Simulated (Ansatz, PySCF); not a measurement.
C2H5ClFNSi, SMILES Cl[Si@@H](N)/C=C/F. Atoms are numbered in the order given.

```xyz
11

N     -2.0987     0.5133    -0.8287
Si    -0.7200    -0.4568    -0.5194
Cl    -0.5070    -1.0275     1.4837
C      0.8017     0.5042    -0.9521
C      1.8061     0.7015    -0.0997
F      2.8960     1.4000    -0.4186
H     -3.0271     0.1039    -0.8367
H     -2.1219     1.4784    -0.5151
H     -0.8796    -1.7228    -1.2743
H      0.8984     0.9433    -1.9528
H      1.8435     0.3235     0.9282
```

Geometry optimised at ωB97X-D3(BJ)/def2-SVP. The structure was generated by enumeration; whether it is a known compound was not checked. Other conformers were not sampled.

Two levels are set side by side: PBE-D3(BJ)/def2-SVP (Ansatz, a program for electronic structure) and ωB97X-D3(BJ)/def2-SVP (PySCF). Each level has its own optimised geometry; the coordinates shown are those of the second. Frequencies come from the Hessian of PySCF at each geometry. Differences are taken from unrounded values.

```json
[
 {"quantity": "mean bond length (Å)", "ωB97X-D3(BJ)": "1.403", "PBE-D3(BJ)": "1.414", "PBE-D3(BJ) minus ωB97X-D3(BJ)": "0.011"},
 {"quantity": "bond N1–Si2 (Å)", "ωB97X-D3(BJ)": "1.714", "PBE-D3(BJ)": "1.728", "PBE-D3(BJ) minus ωB97X-D3(BJ)": "0.014"},
 {"quantity": "bond Si2–Cl3 (Å)", "ωB97X-D3(BJ)": "2.094", "PBE-D3(BJ)": "2.115", "PBE-D3(BJ) minus ωB97X-D3(BJ)": "0.022"},
 {"quantity": "bond Si2–C4 (Å)", "ωB97X-D3(BJ)": "1.851", "PBE-D3(BJ)": "1.858", "PBE-D3(BJ) minus ωB97X-D3(BJ)": "0.007"},
 {"quantity": "bond C4–C5 (Å)", "ωB97X-D3(BJ)": "1.332", "PBE-D3(BJ)": "1.344", "PBE-D3(BJ) minus ωB97X-D3(BJ)": "0.012"},
 {"quantity": "bond C5–F6 (Å)", "ωB97X-D3(BJ)": "1.333", "PBE-D3(BJ)": "1.340", "PBE-D3(BJ) minus ωB97X-D3(BJ)": "0.007"},
 {"quantity": "bond N1–H7 (Å)", "ωB97X-D3(BJ)": "1.015", "PBE-D3(BJ)": "1.024", "PBE-D3(BJ) minus ωB97X-D3(BJ)": "0.009"},
 {"quantity": "bond N1–H8 (Å)", "ωB97X-D3(BJ)": "1.015", "PBE-D3(BJ)": "1.024", "PBE-D3(BJ) minus ωB97X-D3(BJ)": "0.009"},
 {"quantity": "bond Si2–H9 (Å)", "ωB97X-D3(BJ)": "1.483", "PBE-D3(BJ)": "1.497", "PBE-D3(BJ) minus ωB97X-D3(BJ)": "0.015"},
 {"quantity": "bond C4–H10 (Å)", "ωB97X-D3(BJ)": "1.097", "PBE-D3(BJ)": "1.105", "PBE-D3(BJ) minus ωB97X-D3(BJ)": "0.007"},
 {"quantity": "bond C5–H11 (Å)", "ωB97X-D3(BJ)": "1.096", "PBE-D3(BJ)": "1.105", "PBE-D3(BJ) minus ωB97X-D3(BJ)": "0.009"},
 {"quantity": "highest harmonic wavenumber (cm⁻¹)", "ωB97X-D3(BJ)": "3714", "PBE-D3(BJ)": "3580", "PBE-D3(BJ) minus ωB97X-D3(BJ)": "-135"},
 {"quantity": "mean harmonic wavenumber (cm⁻¹)", "ωB97X-D3(BJ)": "1191", "PBE-D3(BJ)": "1142", "PBE-D3(BJ) minus ωB97X-D3(BJ)": "-49"},
 {"quantity": "zero-point energy (kcal/mol)", "ωB97X-D3(BJ)": "45.98", "PBE-D3(BJ)": "44.10", "PBE-D3(BJ) minus ωB97X-D3(BJ)": "-1.88"}
]
```

GGA bonds tend to be longer and softer than those of functionals with exact exchange. Differences between two approximate levels are no errors against the true value.
